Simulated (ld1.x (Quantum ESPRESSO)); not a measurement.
# Tc (Z = 43): one change to a TM potential, before and after

```
Element                 : Tc (Z = 43)
Generator               : ld1.x (Quantum ESPRESSO) 7.5
Type                    : norm-conserving Troullier–Martins (Kleinman–Bylander form)
Functional              : PW91
Relativity              : fully relativistic
Frozen core             : [Kr]
Valence charge          : 7
Reference configuration : 4d6 5s1 5p0
Partial waves           : 5p (bound, empty): rc 4.20 bohr; 4d (bound): rc 2.05 bohr; 4f channel at 0.1 Ry: rc 4.30 bohr; 5s (bound): rc 2.85 bohr
Local potential         : the s channel
Core correction         : a·sin(br)/r model core inside 1.15 bohr
```

Open shells are filled in proportion to 2j + 1 (rel_dist='average').

All-electron outer shells of the reference configuration (PW91, scalar-relativistic, ld1.x):

| shell | level (eV) | outermost node (bohr) | outermost maximum (bohr) |
| --- | --- | --- | --- |
| 4s | -70.39 | 0.50 | 0.95 |
| 4p | -42.50 | 0.51 | 1.03 |
| 4d | -4.52 | 0.50 | 1.29 |
| 5s | -4.22 | 1.29 | 2.83 |
| 5p | -1.03 | 1.47 | 4.01 |

Change: core correction none.

Cutoffs: the cutoffs (Ry, on a coarse ladder) from which the occupation-weighted sum of valence levels, in a spherical-Bessel basis at the reference potential, stays within 10 and 1 mRy of its value at 400 Ry; they do not see the model core or the augmentation charge, which bear on the density cutoff. Errors are all-electron minus pseudo energies relative to the spin-unpolarised reference configuration.

Task: Predict the effect on cutoff, ghosts and configuration errors.

Result: The potential gets neither clearly harder nor softer (40 Ry and 50 Ry → 40 Ry and 50 Ry); of the 7 tests that both files solve, the error grows in 0 and shrinks in 7 by more than 15 % and 0.3 meV (median size 112.5 → 79.9 meV); neither file shows a bound ghost.

```csv
quantity,base,changed
"cutoff, loose",40 Ry,40 Ry
"cutoff, tight",50 Ry,50 Ry
bound ghosts,none,none
"error for 4d5 5s2 5p0, meV [ΔE 0.93 eV]",-112,-80
"error for 4d5 5s1 5p0, meV [ΔE 9.15 eV]",-90,-65
"error for 4d5 5s0 5p0, meV [ΔE 24.07 eV]",-122,-31
"error for 4d4 5s0 5p0, meV [ΔE 52.84 eV]",-654,-307
"error for 4d5 5s1 5p1, meV [ΔE 4.71 eV]",-109,-80
"error for 4d5 5s0 5p1, meV [ΔE 13.75 eV]",-90,-53
"error for 4d4 5s2 5p0, meV [ΔE 12.63 eV]",-477,-320
s: phases at 4.63 bohr within 0.05 rad from the reference energy up to (Ry; the scan ends near 5),0.7,0.7
p1/2: phases at 4.63 bohr within 0.05 rad from the reference energy up to (Ry; the scan ends near 5),1.0,1.0
p3/2: phases at 4.63 bohr within 0.05 rad from the reference energy up to (Ry; the scan ends near 5),1.0,1.0
d3/2: phases at 4.63 bohr within 0.05 rad from the reference energy up to (Ry; the scan ends near 5),0.3,0.3
d5/2: phases at 4.63 bohr within 0.05 rad from the reference energy up to (Ry; the scan ends near 5),0.3,0.3
f5/2: phases at 4.63 bohr within 0.05 rad from the reference energy up to (Ry; the scan ends near 5),1.7,1.7
f7/2: phases at 4.63 bohr within 0.05 rad from the reference energy up to (Ry; the scan ends near 5),1.7,1.7
```
